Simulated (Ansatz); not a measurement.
Consider the ligand exchange at the Si–C bond: `C=C(S)[SiH2][SiH3]` + `CSS` → `CSS[SiH2][SiH3]` + `C=CS`.

Isolated molecules relaxed with PBE0-D4/def2-TZVP in Ansatz; ΔE leaves out vibrations. CBS: MP2 limit from def2 TZ/QZ plus the TZ coupled-cluster correction, frozen cores. This one scheme is used for every species. Functionals use def2-TZVPP. B3LYP here is the variant with VWN-RPA as its local correlation; programs differ in this. Each species was taken in one conformer, which may not be the lowest.

`C=C(S)[SiH2][SiH3]`:

Cartesian coordinates in Å:
```
C -2.131 0.182 0.526
C -0.867 -0.184 0.745
S -0.373 -1.712 1.446
Si 0.555 0.936 0.246
Si 1.880 -0.110 -1.378
H -2.358 1.145 0.083
H -2.976 -0.454 0.774
H -1.596 -2.249 1.606
H -0.039 2.194 -0.280
H 1.394 1.251 1.435
H 1.038 -0.521 -2.533
H 2.927 0.832 -1.860
H 2.546 -1.312 -0.811
```

`CSS`:

Cartesian coordinates in Å:
```
C 0.347 0.900 -0.103
S -0.695 -0.295 -0.960
S -1.186 -1.614 0.512
H 1.280 0.442 0.226
H -0.181 1.335 0.745
H 0.569 1.684 -0.831
H -0.135 -2.453 0.412
```

`CSS[SiH2][SiH3]`:

Z-matrix (Å, degrees):
```
C
S 1 1.800
H 1 1.090 2 111.0
H 1 1.093 2 105.9 3 118.4
H 1 1.089 2 110.8 3 -123.1
S 2 2.058 1 102.0 3 62.0
Si 6 2.151 2 97.2 1 -89.5
Si 7 2.338 6 110.9 2 -66.3
H 7 1.491 6 105.8 2 173.8
H 7 1.489 6 109.1 2 57.3
H 8 1.489 7 109.9 6 177.8
H 8 1.485 7 110.9 6 57.3
H 8 1.487 7 108.9 6 -63.1
```

`C=CS`:

Z-matrix (Å, degrees):
```
C
C 1 1.327
H 1 1.082 2 120.2
H 1 1.084 2 122.3 3 -180.0
S 2 1.751 1 123.6 3 179.8
H 2 1.084 1 120.9 3 -0.0
H 5 1.340 2 96.7 1 179.1
```

```tsv
level	ΔE (kJ/mol)	difference from CCSD(T)/CBS
PBE-D4	-58.4	-0.9
r2SCAN-D4	-58.2	-0.7
PBE0-D4	-59.1	-1.6
B3LYP-D4	-57.1	0.4
ωB97X-V	-55.6	1.9
ωB97M-V	-56.5	1.0
B2PLYP	-55.9	1.6
PBE	-57.6	-0.1
r2SCAN	-58.1	-0.6
PBE0	-58.3	-0.8
B3LYP	-55.8	1.7
HF/def2-TZVPP	-57.1	0.4
MP2/def2-TZVPP	-55.8	1.7
SCS-MP2/def2-TZVPP	-54.4	3.1
CCSD/def2-TZVPP	-53.7	3.8
CCSD(T)/def2-TZVPP	-53.8	3.7
HF/def2-QZVPP	-56.9	0.6
MP2/def2-QZVPP	-57.7	-0.2
SCS-MP2/def2-QZVPP	-56.4	1.1
HF/CBS(def2)	-56.8	0.7
MP2/CBS(def2)	-59.4	-1.9
CCSD/CBS(def2)	-57.3	0.2
CCSD(T)/CBS	-57.5	0
```

Largest T1 diagnostic among the species: 0.013.
